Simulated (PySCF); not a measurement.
Molecule: SMILES C(=C(\SC)C)/C(C)=O, C₆H₁₀OS.

Numbering as in the mapped SMILES `[CH3:1][S:2]/[C:3]([CH3:4])=[CH:5]/[C:6]([CH3:7])=[O:8]`. Each H is labelled by its parent atom.

Geometry PBE0-D3(BJ)/def2-SVP throughout; GIAO in PySCF, gas phase, one conformer, non-relativistic; equivalent atoms averaged; functional PBE0.

(1) How do the shifts δ (against TMS, CS2, H2O at the same level) depend on the basis set? (a selection of nuclei; ppm; last column core-seconds on shared hosts with different chips, so compare them loosely)

(2) Which nucleus among those listed moves most, in ppm?

(3) Taking the largest basis, def2-TZVP (314 functions), as the yardstick, rank the others by their worst heavy-atom deviation.

Answers

(1) 
```csv
basis set,functions,C6,C7,C4,C1,S2,O8,H(C7),H(C4),H(C1),core-s
STO-3G,54,128.4,28.6,25.0,21.8,-38.5,620.7,2.07,1.73,1.39,6
pcSseg-0,96,206.9,37.2,29.8,20.0,4.1,715.5,2.51,2.53,2.07,9.4
6-31G,96,184.9,32.8,26.9,17.7,-1.4,604.3,2.26,2.63,2.16,13
6-31G*,136,180.2,30.5,25.4,16.9,40.9,565.4,1.93,2.34,1.97,18
cc-pVDZ,166,187.0,31.5,25.9,18.1,34.6,596.1,1.92,2.30,1.95,23
def2-SVP,166,186.7,30.6,24.1,17.2,49.5,599.2,1.93,2.25,1.88,20
pcSseg-1,193,194.1,33.0,26.8,18.6,43.5,635.3,2.12,2.46,2.08,28
aug-cc-pVDZ,278,189.0,31.4,25.9,19.6,45.6,569.1,2.19,2.55,2.23,51
"6-311+G(2d,p)",284,193.3,31.7,25.6,18.6,68.1,598.0,2.09,2.45,2.15,52
def2-TZVP,314,195.1,32.4,26.3,18.4,70.6,609.5,2.08,2.47,2.07,65
```

(2) O8 (ketone oxygen): from 565.4 ppm with 6-31G* to 715.5 ppm with pcSseg-0. The smallest spread is 0.59 ppm, at H(C7). Proton shifts span only some 12 ppm, so a few tenths of a ppm matter as much there as several ppm in carbon.

(3) 6-311+G(2d,p) 11.5 ppm (284 functions), def2-SVP 21.0 ppm (166 functions), pcSseg-1 27.0 ppm (193 functions), cc-pVDZ 35.9 ppm (166 functions), aug-cc-pVDZ 40.4 ppm (278 functions), 6-31G* 44.0 ppm (136 functions), 6-31G 71.9 ppm (96 functions), pcSseg-0 106.1 ppm (96 functions), STO-3G 109.0 ppm (54 functions).

A small basis that lands close on one nucleus may do so by chance; judge by the trend and by all nuclei.
